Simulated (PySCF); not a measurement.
C$_{4}$H$_{9}$LiO, singlet, geometry from GFN2-xTB (such geometries of metal compounds can be far from the true shape); DF-PBE0/def2-SVP (PySCF).

Here is a job for PySCF.
```python
from pyscf import gto, scf, dft

mol = gto.M(
    atom='''
Li    0.952825    1.839100    1.901016
O     0.432552    0.834893    0.863001
C    -0.035026   -0.067605   -0.069881
C     1.009963   -1.173501   -0.300873
C    -1.341387   -0.709986    0.429250
C    -0.307909    0.649476   -1.403933
H     0.658894   -1.895049   -1.033882
H     1.208243   -1.683966    0.639096
H     1.936718   -0.725713   -0.653071
H    -1.155500   -1.218008    1.373067
H    -1.725533   -1.425014   -0.293488
H    -2.084437    0.066966    0.595546
H     0.611900    1.106872   -1.761945
H    -1.045512    1.433593   -1.247299
H    -0.677517   -0.046428   -2.152459
''',
    basis='def2-svp',
    charge=0,
    spin=0,
    verbose=4,
)

mf = dft.RKS(mol)
mf.xc = 'pbe0'
mf = mf.density_fit(auxbasis='def2-universal-jkfit')
mf.kernel()
```

It wrote (shortened):

```
PySCF version 2.14.0

[INPUT] verbose = 4
[INPUT] num. atoms = 15
[INPUT] num. electrons = 44
[INPUT] charge = 0
[INPUT] spin (= nelec alpha-beta = 2S) = 0
[INPUT] symmetry False subgroup None
[INPUT] Mole.unit = angstrom
[INPUT] Symbol           X                Y                Z      unit          X                Y                Z       unit  Magmom
[...]
nuclear repulsion = 212.29350732396
number of shells = 62
number of NR pGTOs = 199
number of NR cGTOs = 124
basis = def2-svp
ecp = {}

******** <class 'pyscf.df.df_jk.DFRKS'> ********
method = DFRKS
initial guess = minao
damping factor = 0
level_shift factor = 0
DIIS = <class 'pyscf.scf.diis.CDIIS'>
diis_start_cycle = 1
diis_space = 8
diis_damp = 0
SCF conv_tol = 1e-09
SCF conv_tol_grad = None
SCF max_cycles = 50
direct_scf = False
XC library pyscf.dft.libxc version 7.1.2
    S. Lehtola, C. Steigemann, M. J. T. Oliveira, and M. A. L. Marques,  SoftwareX 7, 1–5 (2018)
XC functionals = pbe0
    C. Adamo and V. Barone,  J. Chem. Phys. 110, 6158 (1999)
    M. Ernzerhof and G. E. Scuseria,  J. Chem. Phys. 110, 5029 (1999)
radial grids:
    Treutler-Ahlrichs [JCP 102, 346 (1995); DOI:10.1063/1.469408] (M4) radial grids

becke partition: Becke, JCP 88, 2547 (1988); DOI:10.1063/1.454033
pruning grids: <function nwchem_prune>
grids dens level: 3
symmetrized grids: False
atomic radii adjust function: <function treutler_atomic_radii_adjust>
small_rho_cutoff = 0
Set gradient conv threshold to 3.16228e-05
Initial guess from minao.
tot grids = 172552
******** <class 'pyscf.df.df.DF'> ********
auxbasis = def2-universal-jkfit
init E= -240.362777666247
[...]
cycle= 1 E= -239.949869572004  delta_E= 0.413  |g|= 0.969  |ddm|= 3.58

WARN: HOMO 0.00922869234084884 == LUMO 0.00923021228659562

cycle= 2 E= -237.564518434522  delta_E= 2.39  |g|= 2.69  |ddm|= 3.81
[...]
cycle= 3 E= -240.114120641925  delta_E= -2.55  |g|= 0.413  |ddm|= 3.53
[...]
cycle= 4 E= -240.148415568808  delta_E= -0.0343  |g|= 0.176  |ddm|= 0.486
[...]
cycle= 5 E= -240.156121656285  delta_E= -0.00771  |g|= 0.0174  |ddm|= 0.189
[...]
cycle= 6 E= -240.156193552687  delta_E= -7.19e-05  |g|= 0.00581  |ddm|= 0.0272
[...]
cycle= 7 E= -240.156199531993  delta_E= -5.98e-06  |g|= 0.00372  |ddm|= 0.00938
[...]
cycle= 8 E= -240.156202402115  delta_E= -2.87e-06  |g|= 0.00072  |ddm|= 0.00349
[...]
cycle= 9 E= -240.156202503228  delta_E= -1.01e-07  |g|= 0.000213  |ddm|= 0.000665
[...]
cycle= 10 E= -240.156202512703  delta_E= -9.47e-09  |g|= 2.4e-05  |ddm|= 0.000238
[...]
cycle= 11 E= -240.156202512871  delta_E= -1.68e-10  |g|= 3.59e-06  |ddm|= 4.78e-05
[...]
Extra cycle  E= -240.15620251287  delta_E= 1.02e-12  |g|= 3.9e-06  |ddm|= 8.94e-06
converged SCF energy = -240.15620251287
```
